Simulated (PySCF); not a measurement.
S₄, SMILES S=[S][S]=S (connectivity only; charge and spin as stated), neutral, multiplicity 1. Coordinates come from a ωB97X-D3(BJ)/def2-SVP optimisation. The values are those of a single conformer.

TDA-PBE/def2-SVPD in PySCF puts the lowest singlet excitations at 1.94, 2.21, 3.13, 4.01, 4.08, 4.23 eV.

Q: What are the lowest excitation roots from PySCF with ADC(2)/aug-cc-pVDZ? (Estimate from the structure and the level; the computed values follow.)

A: 2.00, 2.36, 2.92, 4.10, 4.20, 4.40 eV. S1 differs by 0.06 eV (second minus first; roots are paired by order, and the bases may differ).
